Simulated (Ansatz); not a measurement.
Input (CCSDT(Q)/aug-cc-pVDZ; Ansatz, a program for electronic structure):

Ansatz 0.2 input:
```yaml
crystal:
  periodic: [false, false, false]
  atoms:
    - {symbol: B, position_ang: [0.62526884, -0.19873152, -0.60668050]}
    - {symbol: As, position_ang: [0.36868991, -1.52205326, 0.86114231]}
    - {symbol: H, position_ang: [-1.06707135, -1.10767468, 1.19821633]}
    - {symbol: As, position_ang: [-0.47113790, 1.46735312, -0.75214943]}
    - {symbol: H, position_ang: [0.60408617, 2.50706450, -1.00914174]}
    - {symbol: H, position_ang: [-0.71108033, 1.79951190, 0.70733980]}
    - {symbol: H, position_ang: [1.42850525, -0.40013953, -1.45977717]}
basis:
  gaussian:
    orbitals: aug-cc-pVDZ
magnetization: {spin_polarized: true, initial_magnetization: 1}
correlation: {method: ccsdt_q, electrons: outside_noble_gas}
```

Output:

```
Functional definition: HF
integrals: 0.72 GiB planned
2276 factors; integrals over basis functions are off by at most 1.9e-7 eV
mean field: 1.33 GiB planned
mean field evaluation 1: about -122322.0554 eV, gradient 1.1e1 eV
mean field evaluation 2: about -122322.0558 eV, gradient 1.1e1 eV
mean field evaluation 4: about -122323.8836 eV, gradient 2.2e0 eV
mean field evaluation 8: about -122324.0402 eV, gradient 2.8e-1 eV
mean field evaluation 16: about -122323.5693 eV, gradient 5.1e0 eV
mean field evaluation 32: about -122322.2119 eV, gradient 4.2e-1 eV
mean field evaluation 64: about -122322.5238 eV, gradient 2.6e0 eV
mean field -122324.04820066 eV, -4495.3258571565 hartree, gradient 2.2e-6 eV, S^2 0.765702; 1 other end points of the search recorded, 0 dependent functions left out
determinant -122324.04820066 eV, -4495.3258571565 hartree, with singles and doubles -122333.63625643 eV, -4495.6782117070 hartree
determinant -122322.21877348 eV, -4495.2586269477 hartree, with singles and doubles -122332.02656063 eV, -4495.6190564775 hartree
29 core orbitals not correlated
reference -122324.04820066 eV, -4495.3258571565 hartree; 9, 8 occupied and 93, 94 virtual orbitals, 2276 factors
second order -8.12772852 eV of doubles, -0.00000000 eV of singles
coupled cluster: 17.04 GiB planned
cycle   1  -9.12091004 eV  change   -9.9e-1 eV  update   1.1e-1
cycle   2  -9.71292804 eV  change   -5.9e-1 eV  update   4.9e-2
cycle   3  -9.99908909 eV  change   -2.9e-1 eV  update   3.2e-2
cycle   4  -9.97833416 eV  change    2.1e-2 eV  update   1.5e-2
cycle   5  -9.97667970 eV  change    1.7e-3 eV  update   1.1e-2
cycle   6  -9.98705563 eV  change   -1.0e-2 eV  update   6.1e-3
cycle   7  -9.98650680 eV  change    5.5e-4 eV  update   4.0e-3
cycle   8  -9.98848784 eV  change   -2.0e-3 eV  update   2.4e-3
cycle   9  -9.99097934 eV  change   -2.5e-3 eV  update   1.3e-3
cycle  10  -9.98937344 eV  change    1.6e-3 eV  update   8.0e-4
cycle  11  -9.98969864 eV  change   -3.3e-4 eV  update   5.0e-4
cycle  12  -9.98973684 eV  change   -3.8e-5 eV  update   3.1e-4
cycle  13  -9.99007065 eV  change   -3.3e-4 eV  update   2.0e-4
cycle  14  -9.99020995 eV  change   -1.4e-4 eV  update   1.1e-4
cycle  15  -9.99017828 eV  change    3.2e-5 eV  update   5.3e-5
cycle  16  -9.99013418 eV  change    4.4e-5 eV  update   3.2e-5
cycle  17  -9.99013082 eV  change    3.4e-6 eV  update   1.6e-5
cycle  18  -9.99012916 eV  change    1.7e-6 eV  update   1.1e-5
cycle  19  -9.99013061 eV  change   -1.4e-6 eV  update   5.5e-6
cycle  20  -9.99013154 eV  change   -9.3e-7 eV  update   3.1e-6
cycle  21  -9.99013086 eV  change    6.8e-7 eV  update   1.9e-6
perturbative correction -0.02167511 eV, -0.0007965454 hartree
Total energy: -122334.06000663 eV, -4495.6937842395 hartree
```
